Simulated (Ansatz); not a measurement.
`CC[O][Hf]([Cl])([N](C)C)[N](C)C` + H₂ → `C[O][Hf]([Cl])([N](C)C)[N](C)C` + CH₄  (hydrogenolysis of a C–C bond)

Calculated with Ansatz (gas phase, PBE0-D4/def2-TZVP geometries, no zero-point term in ΔE). CCSD(T)/CBS is the MP2 limit (def2-TZVPP, def2-QZVPP) plus CCSD(T) − MP2 in def2-TZVPP, frozen cores. This one scheme is used for every species. Functionals use def2-TZVPP. def2 core potentials past Kr. For Hf outer-core shells are correlated without core-valence functions, which leaves a few kJ/mol of doubt a bond. Each species was taken in one conformer, which may not be the lowest.

`CC[O][Hf]([Cl])([N](C)C)[N](C)C`:

```xyz
28

C     2.624   -2.164   -0.206
C     1.609   -2.468    0.874
O     0.744   -1.397    1.095
Hf   -0.069    0.336    0.962
Cl    0.380    1.703    2.883
N     0.605    1.322   -0.680
C     2.010    1.659   -0.684
C    -0.066    1.738   -1.883
N    -2.050    0.072    0.679
C    -2.846   -1.120    0.541
C    -2.836    1.285    0.661
H     2.123   -1.916   -1.145
H     3.272   -3.028   -0.378
H     3.254   -1.319    0.080
H     2.120   -2.711    1.814
H     1.016   -3.348    0.595
H     2.549    1.172   -1.510
H     2.495    1.346    0.250
H     2.167    2.743   -0.771
H    -1.123    1.466   -1.848
H     0.000    2.826   -2.029
H     0.370    1.265   -2.776
H    -3.589   -1.206    1.346
H    -2.213   -2.009    0.572
H    -3.396   -1.129   -0.412
H    -3.376    1.407   -0.289
H    -3.575    1.306    1.474
H    -2.199    2.170    0.786
```

H₂:

Cartesian coordinates in Å:
```
H 0.276 -0.238 0.081
H -0.276 0.238 -0.081
```

`C[O][Hf]([Cl])([N](C)C)[N](C)C`:

Z-matrix (Å, degrees):
```
Hf
C 1 2.939
C 1 3.174 2 76.4
N 1 2.030 2 94.6 3 7.7
C 1 3.165 2 46.3 3 -112.3
O 1 1.917 2 135.0 3 -117.7
Cl 1 2.399 2 93.7 3 115.9
C 1 2.956 2 118.7 3 18.3
N 1 2.019 2 26.5 3 -111.0
H 2 1.100 1 125.8 3 30.9
H 2 1.098 1 72.6 3 -67.9
H 2 1.099 1 124.4 3 -166.7
H 3 1.100 1 122.8 2 -128.7
H 3 1.092 1 82.2 2 -22.7
H 3 1.100 1 123.4 2 83.7
H 5 1.100 1 123.9 2 73.4
H 5 1.099 1 122.1 2 -74.1
H 5 1.092 1 82.1 2 179.7
C 6 1.389 1 164.3 2 145.7
H 8 1.098 1 72.9 2 154.5
H 8 1.099 1 125.3 2 55.9
H 8 1.100 1 125.0 2 -106.2
H 19 1.096 6 111.1 1 -25.8
H 19 1.095 6 110.6 1 94.7
H 19 1.095 6 110.3 1 -145.8
```

CH₄:

Z-matrix (Å, degrees):
```
C
H 1 1.090
H 1 1.090 2 109.5
H 1 1.090 2 109.5 3 -120.0
H 1 1.090 2 109.5 3 120.0
```

```json
{"level": "r2SCANh-D4", "ΔE (kcal/mol)": "-12.9"}
{"level": "ωB97M-V", "ΔE (kcal/mol)": "-12.7"}
{"level": "BLYP", "ΔE (kcal/mol)": "-16.2"}
{"level": "CAM-B3LYP", "ΔE (kcal/mol)": "-15.2"}
{"level": "CCSD(T)/def2-SVP", "ΔE (kcal/mol)": "-12.0"}
{"level": "HF/def2-TZVPP", "ΔE (kcal/mol)": "-17.8"}
{"level": "SCS-MP2/def2-TZVPP", "ΔE (kcal/mol)": "-12.7"}
{"level": "HF/def2-QZVPP", "ΔE (kcal/mol)": "-17.8"}
```

**Question.** What does CCSD(T)/CBS give? (An estimate is asked.)

**Answer.** Ansatz gave: -12.2 kcal/mol. The listed levels differ from it by -0.7, -0.5, -4.0, -3.0, 0.2, -5.6, -0.5, -5.6 kcal/mol.

Largest T1 diagnostic among the species: 0.014.

The D4 term adds +2.7 kcal/mol with B3LYP and +1.6 kcal/mol with PBE0; it sums over pairs of atoms, weighted by their polarisabilities, and B3LYP, whose exchange is more repulsive, gets the larger term. In def2-TZVPP, CCSD(T) changes the Hartree–Fock value by +5.5 kcal/mol (the triples alone add +1.1 kcal/mol) and MP2 by +6.2 kcal/mol. Leaving LDA and LC-ωPBE aside and taking each functional with its dispersion term where it has one, the values, not all of them listed here, spread over 3.2 kcal/mol, from B2PLYP to revPBE-D4. LDA lies +3.0 kcal/mol from PBE without D4.

B3LYP here is the variant with VWN-RPA as its local correlation; programs differ in this.
